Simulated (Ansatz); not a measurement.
CH7BSi2 can be A, `[SiH3]C1B[SiH2]1`, or B, `B1[SiH2]C[SiH2]1`.

Gas-phase electronic energies from Ansatz, PBE0-D4/def2-TZVP geometries. CBS: MP2 limit from def2 TZ/QZ plus the TZ coupled-cluster correction, frozen cores. DFT in def2-TZVPP. B3LYP here is the variant with VWN-RPA as its local correlation; programs differ in this.

Problem. Which is lower in electronic energy at CCSD(T)/CBS, and by how much? (Best estimate.)

Solution. Ansatz gave: B, by 7.7 kcal/mol.

Problem. Give E(B) − E(A) in kcal/mol with ωB97M-V, CCSD(T)/def2-TZVPP, B2PLYP, PBE-D4, CCSD(T)/def2-SVP, B3LYP-D4, r2SCAN-D4. (An estimate is asked.)

Solution. Ansatz gave: ωB97M-V -6.7, CCSD(T)/def2-TZVPP -7.8, B2PLYP -6.9, PBE-D4 -7.8, CCSD(T)/def2-SVP -6.4, B3LYP-D4 -7.4, r2SCAN-D4 -7.0. None reverses the order clearly.

Problem. Does the order hold for the free energy at 298.15 K (harmonic terms from PBE0-D4)? (Best estimate.)

Solution. Computed: Yes: G(B) − G(A) = -6.2 kcal/mol.

Largest T1 diagnostic: 0.014.

In def2-TZVPP, CCSD(T) changes the Hartree–Fock value by +2.5 kcal/mol (the triples alone add +0.8 kcal/mol) and MP2 by +4.4 kcal/mol. From BLYP to BHLYP (50 % exact exchange), in def2-TZVPP and without D4, E(B) − E(A) moves by −2.2 kcal/mol.
